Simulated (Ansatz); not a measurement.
Saddle point of BNH$_{6}$SO$_{2}$, singlet (BH₃SO₂ ([OH][B]([OH])[SH]) + NH₃ → BNH₄O₂ ([NH2][B]([OH])[OH]) + H₂S; bonds formed: S2–H5; dative contacts that become bonds: B1–N6; bonds broken: B1–S2, H5–N6), PBE0-D4/def2-TZVP structure:

```json
{"atom": "B1", "x (Å)": "-0.2635", "y (Å)": "-0.4546", "z (Å)": "0.4756"}
{"atom": "S2", "x (Å)": "1.1439", "y (Å)": "-0.1345", "z (Å)": "-1.7985"}
{"atom": "O3", "x (Å)": "0.7338", "y (Å)": "-0.5013", "z (Å)": "1.4056"}
{"atom": "O4", "x (Å)": "-1.1373", "y (Å)": "-1.4704", "z (Å)": "0.2801"}
{"atom": "H5", "x (Å)": "-0.1355", "y (Å)": "0.8671", "z (Å)": "-0.9609"}
{"atom": "N6", "x (Å)": "-0.8210", "y (Å)": "0.8907", "z (Å)": "-0.0309"}
{"atom": "H7", "x (Å)": "2.1746", "y (Å)": "0.6034", "z (Å)": "-1.3503"}
{"atom": "H8", "x (Å)": "1.5203", "y (Å)": "-0.0162", "z (Å)": "1.1474"}
{"atom": "H9", "x (Å)": "-0.7711", "y (Å)": "-2.3181", "z (Å)": "0.5450"}
{"atom": "H10", "x (Å)": "-0.6411", "y (Å)": "1.6871", "z (Å)": "0.5697"}
{"atom": "H11", "x (Å)": "-1.8033", "y (Å)": "0.8470", "z (Å)": "-0.2827"}
```

Energies are electronic, without zero-point energy. Barriers and step energies count from the start structure reached by relaxing down the imaginary mode; all methods use the PBE0-D4 structures, on which another method's saddle can fall below an end. Computed with Ansatz 0.2.0 (basis: def2-TZVPP, with def2-QZVPP for the basis limit); correlated methods freeze the cores. B3LYP uses VWN-RPA correlation. Extrapolation: Hartree–Fock as exp(−7.88 √X), correlation as X^−2.97.

```csv
method,barrier (kJ/mol),step energy (kJ/mol)
SPW92,?,-4.3
PBE-D4,71.3,-21.0
BLYP-D4,67.6,-39.2
r2SCAN-D4,77.7,-22.7
B97M-V,86.2,-31.4
PBE0-D4,83.1,-19.1
B3LYP-D4,77.4,-37.3
r2SCAN0-D4,85.8,-21.3
BHLYP-D4,?,-36.8
CAM-B3LYP-D4,85.3,-36.3
wB97X-V,95.3,-24.3
wB97M-V,89.4,-26.4
B2PLYP,85.4,-35.3
PBE-QIDH,?,-16.8
RPA on PBE,99.4,-27.5
HF,98.6,-59.3
MP2,97.8,-18.0
CCSD,100.6,-29.9
CCSD(T),97.7,-24.6
```

(1) Fill in the withheld barriers. (Judge from chemistry; the value comes from the calculation.)

No T1 diagnostic of these runs exceeds 0.013.

Results:

(1) By the calculation: PBE-QIDH 94.7; BHLYP-D4 90.0; SPW92 67.6 kJ/mol. Each is the energy of the saddle less that of the start structure, by the same method.

For comparison, the barrier by CCSD(T) at an estimated basis limit (MP2 extrapolated from triple and quadruple zeta, plus CCSD(T) − MP2 in triple zeta) is 94.8 kJ/mol.

Labels in which every atom is bracketed show which atoms are joined, not bond orders.

For scale, one of the runs: CCSD(T)/def2-TZVPP, 250 basis functions, launched by `ansatz run in.yaml --threads 8 --pin off --events-out ev --progress --plain --max-ram 19148MiB`. Time: 110 s of wall clock on 8 CPU threads of an Arm Neoverse V1; the host was shared. Peak host memory: 5.6 GiB.
